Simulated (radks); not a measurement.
Problem. The caesium anion Cs-, [Xe] 6s2, held by a Watson sphere: a shell of charge +1 at radius R that stands for the Madelung well of a crystal (potential energy -1/R inside, -1/r outside, in hartree with lengths in bohr). All-electron calculation, scalar-relativistic Kohn-Sham, PBEsol, spin-polarised, spherical densities, finite nucleus; Fermi nuclear charge, rms radius of each element as measured or else 0.836 A^(1/3) + 0.57 fm. Program: a radial shooting solver on a logarithmic mesh with Libxc functionals. Response by self-consistent Sternheimer equations with the Hartree and adiabatic LDA kernel, the relativistic mass of each level held fixed and spin-orbit coupling left out. The sphere does not respond.

| R (bohr) | e(5s) (eV) | e(5p) (eV) | e(6s) (eV) | <r> 6s (bohr) | sum of <r^2> (bohr^2) | X-ray form factor at sin(theta)/lambda = 0.3 1/angstrom | alpha (bohr^3) |
|---|---|---|---|---|---|---|---|
| 2.72 | -29.437 | -16.212 | -3.173 | 4.885 | 104.9 | 37.940 | 262.7 |
| 3.04 | -28.779 | -15.601 | -3.165 | 4.910 | 105.9 | 37.943 | 265.4 |
| 4.73 | -26.860 | -13.678 | -2.916 | 5.331 | 115.8 | 37.938 | 353.8 |
| 4.84 | -26.795 | -13.610 | -2.891 | 5.368 | 116.7 | 37.937 | 363.2 |
| 5.35 | -26.545 | -13.350 | -2.772 | 5.537 | 120.7 | 37.934 | 410.6 |
| 6.26 | -26.245 | -13.036 | -2.554 | 5.833 | 128.3 | 37.930 | 509.1 |

Estimate the row for R = 4.58 bohr.

Solution. e(5s) (eV) -26.956; e(5p) (eV) -13.778; e(6s) (eV) -2.949; <r> 6s (bohr) 5.283; sum of <r^2> (bohr^2) 114.7; X-ray form factor at sin(theta)/lambda = 0.3 1/angstrom 37.940; alpha (bohr^3) 341.7.
